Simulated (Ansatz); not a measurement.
Reaction (ligand exchange at the Al–O bond): `[OH][Al]([F])[Br]` + HBr → `[F][Al]([Br])[Br]` + H₂O

Computed with Ansatz on PBE0-D4/def2-TZVP structures; ΔE is electronic, products minus reactants. CCSD(T)/CBS adds triple-zeta CCSD(T) − MP2 to the extrapolated MP2 energy (def2 sets, frozen cores). This one scheme is used for every species. DFT in def2-TZVPP. For Br outer-core shells are correlated without core-valence functions, which leaves a few kJ/mol of doubt a bond. Scalar relativity is left out up to krypton. One conformer a species, not always the lowest.

`[OH][Al]([F])[Br]`:

Z-matrix (Å, degrees):
```
Al
O 1 1.676
Br 1 2.233 2 122.9
F 1 1.635 2 118.3 3 180.0
H 2 0.956 1 123.3 3 -0.0
```

HBr:

Cartesian coordinates in Å:
```
Br 0.612 -0.090 0.350
H -0.612 0.090 -0.350
```

`[F][Al]([Br])[Br]`:

Z-matrix (Å, degrees):
```
Al
F 1 1.634
Br 1 2.222 2 119.0
Br 1 2.222 2 119.0 3 180.0
```

H₂O:

Cartesian coordinates in Å:
```
O 0.275 0.156 0.227
H -0.663 0.359 0.222
H 0.388 -0.515 -0.449
```

| level | ΔE (eV) |
| --- | --- |
| BLYP-D4 | -0.13 |
| r2SCAN-D4 | -0.19 |
| PBE0-D4 | -0.26 |
| ωB97X-V | -0.19 |
| CCSD/def2-TZVPP | -0.17 |
| CCSD(T)/def2-TZVPP | -0.18 |
| HF/def2-QZVPP | -0.20 |
| HF/CBS(def2) | -0.20 |

**Question.** What does CCSD(T)/CBS give? (Estimate.)

**Answer.** Computed: -0.25 eV. The listed levels differ from it by 0.12, 0.06, -0.01, 0.06, 0.08, 0.07, 0.05, 0.05 eV.

Largest T1 diagnostic among the species: 0.010.

The D4 term adds −0.03 eV with B3LYP and −0.02 eV with PBE0; it sums over pairs of atoms, weighted by their polarisabilities, and B3LYP, whose exchange is more repulsive, gets the larger term. From r2SCAN to r2SCAN0 (25 % exact exchange), in def2-TZVPP and without D4, ΔE moves by −0.03 eV. Leaving LDA and LC-ωPBE aside and taking each functional with its dispersion term where it has one, the values, not all of them listed here, spread over 0.15 eV, from HSE06-D4 to CAM-B3LYP-D4. LDA lies +0.05 eV from PBE without D4.

B3LYP here is the variant with VWN-RPA as its local correlation; programs differ in this.
